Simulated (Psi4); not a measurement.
HgI2, charge -1, quartet, geometry from GFN2-xTB of the parent state (such geometries of metal compounds can be far from the true shape) (a state made from the parent by changing its charge; the spin is typed, not shown lowest) (core potentials on Hg, I) (a gas-phase anion, which may not be bound at this level); PBE0/def2-SV(P) run with Psi4.

Here is a job for Psi4.
```
memory 2 GB

molecule mol {
-1 4
Hg    0.695869    0.433146    0.404370
I    -0.845178    1.799579   -2.032322
I    -0.205191   -2.453384    1.421951
}

set {
  basis def2-sv(p)
  reference uks
}

energy('pbe0')
print_variables()
```

The log (banner, timings and long lists left out):

```
   => Loading Basis Set <=

    Name: DEF2-SV(P)
    Role: ORBITAL
    Keyword: BASIS

    !!!  WARNING: ECP capability is in beta. Please check occupations closely.  !!!

         ---------------------------------------------------------
                                   SCF
               by Justin Turney, Rob Parrish, Andy Simmonett
                          and Daniel G. A. Smith
                              UKS Reference
         ---------------------------------------------------------

  ==> Geometry <==

    Molecular point group: cs
    Full point group: Cs

    Geometry (in Angstrom), charge = -1, multiplicity = 4:

       Center              X                  Y                   Z               Mass
    ------------   -----------------  -----------------  -----------------  -----------------
         HG           0.760849505191     0.467680435595     0.000000000000   201.970643400000
         I           -2.049786876011     1.977566535678     0.000000000000   126.904471900000
         I            0.838881840173    -2.721887969497     0.000000000000   126.904471900000

  Running in cs symmetry.

  Rotational constants: A =      0.05827  B =      0.00873  C =      0.00759 [cm^-1]
  Rotational constants: A =   1746.97473  B =    261.74512  C =    227.63857 [MHz]
  Nuclear repulsion =  225.815470394296881

  Charge       = -1
  Multiplicity = 4
  Electrons    = 71
  Nalpha       = 37
  Nbeta        = 34

  ==> Algorithm <==

  SCF Algorithm Type is DF.
  DIIS enabled.
  MOM disabled.
  Fractional occupation disabled.
  Guess Type is SAD.
  Energy threshold   = 1.00e-06
  Density threshold  = 1.00e-06
  Integral threshold = 1.00e-12

  ==> Primary Basis <==

  Basis Set: DEF2-SV(P)
    Blend: DEF2-SV(P)
    Number of shells: 31
    Number of basis functions: 77
    Number of Cartesian functions: 83
    Spherical Harmonics?: true
    Max angular momentum: 2

  Core potential: DEF2-SV(P)
    Number of shells: 12
    Number of ECP primitives: 68
    Number of ECP core electrons: 116
    Max angular momentum: 3

  ==> DFT Potential <==

   => LibXC <=

    Version 7.1.2
    S. Lehtola, C. Steigemann, M. J. T. Oliveira, and M. A. L. Marques,  SoftwareX 7, 1–5 (2018) (10.1016/j.softx.2017.11.002)

   => Composite Functional: PBE0 <=

    PBE0 Hyb-GGA Exchange-Correlation Functional

    C. Adamo and V. Barone,  J. Chem. Phys. 110, 6158 (1999) (10.1063/1.478522)
    M. Ernzerhof and G. E. Scuseria,  J. Chem. Phys. 110, 5029 (1999) (10.1063/1.478401)

    Deriv               =              1
    GGA                 =           TRUE
    Meta                =          FALSE

    Exchange Hybrid     =           TRUE
    MP2 Hybrid          =          FALSE

   => Exchange Functionals <=

    0.7500   Perdew, Burke & Ernzerhof

   => Exact (HF) Exchange <=

    0.2500               HF

   => Correlation Functionals <=

    1.0000   Perdew, Burke & Ernzerhof

   => LibXC Density Thresholds  <==

    XC_HYB_GGA_XC_PBEH:  1.00E-15

   => Molecular Quadrature <=

    Radial Scheme          =       TREUTLER
    Pruning Scheme         =           NONE
    Nuclear Scheme         =       TREUTLER

    Blocking Scheme        =         OCTREE
    BS radius alpha        =              1
    Pruning alpha          =              1
    Radial Points          =             75
    Spherical Points       =            302
    Total Points           =          62078
    Total Blocks           =            553
    Max Points             =            256
    Max Functions          =             71
    Weights Tolerance      =       1.00E-15

   => Loading Basis Set <=

    Name: (DEF2-SV(P) AUX)
    Role: JKFIT
    Keyword: DF_BASIS_SCF

  ==> Integral Setup <==

  SCF_SUBTYPE=INCORE selected. In-core MEM_DF algorithm will be used.
  Using in-core AOs.

  ==> MemDFJK: Density-Fitted J/K Matrices <==

    J tasked:                   Yes
    K tasked:                   Yes
    wK tasked:                   No
    Algorithm:                 Core
    Schwarz Cutoff:           1E-12
    Mask sparsity (%):       8.5343
    Fitting Condition:        1E-10

   => Auxiliary Basis Set <=

  Basis Set: (DEF2-SV(P) AUX)
    Blend: DEF2-UNIVERSAL-JKFIT
    Number of shells: 143
    Number of basis functions: 683
    Number of Cartesian functions: 983
    Spherical Harmonics?: true
    Max angular momentum: 6

  Minimum eigenvalue in the overlap matrix is 1.0390324765E-02.
  Reciprocal condition number of the overlap matrix is 2.9763906253E-03.
    Using symmetric orthogonalization.

  ==> Pre-Iterations <==

  SCF Guess: Superposition of Atomic Densities via on-the-fly atomic UHF (no occupation information).

   -------------------------
    Irrep   Nso     Nmo
   -------------------------
     A'        54      54
     A"        23      23
   -------------------------
    Total      77      77
   -------------------------

  ==> Iterations <==

                           Total Energy        Delta E     RMS |[F,P]|

   @DF-UKS iter SAD:  -742.12124867419618   -7.42121e+02   0.00000e+00
    Occupation by irrep:
             Ap   App
    DOCC [    24,   10 ]
    SOCC [     1,    2 ]
    NA   [    25,   12 ]
    NB   [    24,   10 ]

   @DF-UKS iter   1:  -748.53628960823244   -6.41504e+00   1.16518e-02 DIIS/ADIIS
    Occupation by irrep:
             Ap   App
    DOCC [    23,   11 ]
    SOCC [     2,    1 ]
    NA   [    25,   12 ]
    NB   [    23,   11 ]

   @DF-UKS iter   2:  -747.84534514972734    6.90944e-01   1.68426e-02 DIIS/ADIIS
    Occupation by irrep:
             Ap   App
    DOCC [    24,   10 ]
    SOCC [     1,    2 ]
    NA   [    25,   12 ]
    NB   [    24,   10 ]

   @DF-UKS iter   3:  -748.73383847051309   -8.88493e-01   5.95847e-03 DIIS/ADIIS
    Occupation by irrep:
             Ap   App
    DOCC [    23,   11 ]
    SOCC [     2,    1 ]
    NA   [    25,   12 ]
    NB   [    23,   11 ]

   @DF-UKS iter   4:  -748.77119483324520   -3.73564e-02   4.82822e-03 DIIS/ADIIS
    Occupation by irrep:
[...]

   @DF-UKS iter  62:  -748.84276761245462    2.16527e-03   2.10452e-03 DIIS/ADIIS
   @DF-UKS iter  63:  -748.79819360278645    4.45740e-02   3.56002e-03 DIIS/ADIIS
   @DF-UKS iter  64:  -748.77055107497540    2.76425e-02   4.24871e-03 DIIS/ADIIS
   @DF-UKS iter  65:  -748.77073746898452   -1.86394e-04   4.24270e-03 DIIS/ADIIS
   @DF-UKS iter  66:  -748.76342486755573    7.31260e-03   4.41294e-03 DIIS/ADIIS
   @DF-UKS iter  67:  -748.76458909667542   -1.16423e-03   4.38557e-03 DIIS/ADIIS
   @DF-UKS iter  68:  -748.76767571965274   -3.08662e-03   4.31686e-03 DIIS/ADIIS
   @DF-UKS iter  69:  -748.76758701666995    8.87030e-05   4.31890e-03 DIIS/ADIIS
   @DF-UKS iter  70:  -748.77280030051429   -5.21328e-03   4.19674e-03 DIIS/ADIIS
   @DF-UKS iter  71:  -748.78397668820435   -1.11764e-02   3.92615e-03 DIIS/ADIIS
    Occupation by irrep:
             Ap   App
    DOCC [    24,   10 ]
    SOCC [     1,    2 ]
    NA   [    25,   12 ]
    NB   [    24,   10 ]

   @DF-UKS iter  72:  -748.81871110299801   -3.47344e-02   2.94423e-03 DIIS/ADIIS
   @DF-UKS iter  73:  -748.71717551897245    1.01536e-01   5.49916e-03 DIIS/ADIIS
   @DF-UKS iter  74:  -748.78250205397933   -6.53265e-02   4.01744e-03 DIIS/ADIIS
   @DF-UKS iter  75:  -748.80329625199272   -2.07942e-02   3.46771e-03 DIIS/ADIIS
   @DF-UKS iter  76:  -748.81431802264251   -1.10218e-02   3.14006e-03 DIIS/ADIIS
    Occupation by irrep:
             Ap   App
    DOCC [    23,   11 ]
    SOCC [     2,    1 ]
    NA   [    25,   12 ]
    NB   [    23,   11 ]

   @DF-UKS iter  77:  -748.83148644687128   -1.71684e-02   2.55581e-03 DIIS/ADIIS
   @DF-UKS iter  78:  -748.81432289137513    1.71636e-02   3.09166e-03 DIIS/ADIIS
   @DF-UKS iter  79:  -748.81055687103174    3.76602e-03   3.21224e-03 DIIS/ADIIS
   @DF-UKS iter  80:  -748.81025535306242    3.01518e-04   3.21573e-03 DIIS/ADIIS
   @DF-UKS iter  81:  -748.81759759574732   -7.34224e-03   2.97653e-03 DIIS/ADIIS
   @DF-UKS iter  82:  -748.81265860374083    4.93899e-03   3.13287e-03 DIIS/ADIIS
    Occupation by irrep:
             Ap   App
    DOCC [    24,   10 ]
    SOCC [     1,    2 ]
    NA   [    25,   12 ]
    NB   [    24,   10 ]

   @DF-UKS iter  83:  -748.81691896131747   -4.26036e-03   2.99884e-03 DIIS/ADIIS
   @DF-UKS iter  84:  -748.83714904920510   -2.02301e-02   2.34132e-03 DIIS/ADIIS
    Occupation by irrep:
             Ap   App
    DOCC [    23,   11 ]
    SOCC [     2,    1 ]
    NA   [    25,   12 ]
    NB   [    23,   11 ]

   @DF-UKS iter  85:  -748.83958507051329   -2.43602e-03   2.23359e-03 DIIS/ADIIS
   @DF-UKS iter  86:  -748.80052097876512    3.90641e-02   3.49464e-03 DIIS/ADIIS
   @DF-UKS iter  87:  -748.81311734048109   -1.25964e-02   3.12290e-03 DIIS/ADIIS
    Occupation by irrep:
             Ap   App
    DOCC [    24,   10 ]
    SOCC [     1,    2 ]
    NA   [    25,   12 ]
    NB   [    24,   10 ]

   @DF-UKS iter  88:  -748.81728998238532   -4.17264e-03   2.98980e-03 DIIS/ADIIS
   @DF-UKS iter  89:  -748.83400542769107   -1.67154e-02   2.46536e-03 DIIS/ADIIS
   @DF-UKS iter  90:  -748.83372658230121    2.78845e-04   2.47527e-03 DIIS/ADIIS
    Occupation by irrep:
             Ap   App
    DOCC [    23,   11 ]
    SOCC [     2,    1 ]
    NA   [    25,   12 ]
    NB   [    23,   11 ]

   @DF-UKS iter  91:  -748.83451548355401   -7.88901e-04   2.44255e-03 DIIS/ADIIS
   @DF-UKS iter  92:  -748.81552145642968    1.89940e-02   3.06026e-03 DIIS/ADIIS
   @DF-UKS iter  93:  -748.81816124221541   -2.63979e-03   2.96876e-03 DIIS/ADIIS
   @DF-UKS iter  94:  -748.82183904920385   -3.67781e-03   2.84761e-03 DIIS/ADIIS
    Occupation by irrep:
             Ap   App
    DOCC [    24,   10 ]
    SOCC [     1,    2 ]
    NA   [    25,   12 ]
    NB   [    24,   10 ]

   @DF-UKS iter  95:  -748.82426253114909   -2.42348e-03   2.76395e-03 DIIS/ADIIS
   @DF-UKS iter  96:  -748.82210315387636    2.15938e-03   2.88257e-03 DIIS/ADIIS
    Occupation by irrep:
             Ap   App
    DOCC [    23,   11 ]
    SOCC [     2,    1 ]
    NA   [    25,   12 ]
    NB   [    23,   11 ]

   @DF-UKS iter  97:  -748.83086140124828   -8.75825e-03   2.57666e-03 DIIS/ADIIS
   @DF-UKS iter  98:  -748.81641385860053    1.44475e-02   3.02289e-03 DIIS/ADIIS
    Occupation by irrep:
             Ap   App
    DOCC [    24,   10 ]
    SOCC [     1,    2 ]
    NA   [    25,   12 ]
    NB   [    24,   10 ]

   @DF-UKS iter  99:  -748.81659647009587   -1.82611e-04   3.01614e-03 DIIS/ADIIS
   @DF-UKS iter 100:  -748.83265878931377   -1.60623e-02   2.50910e-03 DIIS/ADIIS

PsiException: Could not converge SCF iterations in 100 iterations.

  Failed to converge.

Traceback (most recent call last):
  File "psi4", line 375, in <module>
  File "<string>", line 24, in <module>
  File "site-packages/psi4/driver/driver.py", line 533, in energy
  File "site-packages/psi4/driver/procrouting/proc.py", line 2760, in run_scf
  File "site-packages/psi4/driver/procrouting/proc.py", line 2047, in scf_helper
  File "site-packages/psi4/driver/procrouting/scf_proc/scf_iterator.py", line 93, in scf_compute_energy
  File "site-packages/psi4/driver/procrouting/scf_proc/scf_iterator.py", line 86, in scf_compute_energy
  File "site-packages/psi4/driver/procrouting/scf_proc/scf_iterator.py", line 609, in scf_iterate

psi4.driver.p4util.exceptions.SCFConvergenceError: Could not converge SCF iterations in 100 iterations.

Printing out the relevant lines from the Psithon --> Python processed input file:
    I    -0.205191   -2.453384    1.421951
    ""","mol")
    core.IO.set_default_namespace("mol")
    core.set_global_option("BASIS", "def2-sv(p)")
    core.set_global_option("REFERENCE", "uks")
--> energy('pbe0')
    print_variables()

!-------------------------------------------------------!
!                                                       !
!  Could not converge SCF iterations in 100 iterations. !
!                                                       !
!-------------------------------------------------------!
```

The run did not converge; its last values are not results.
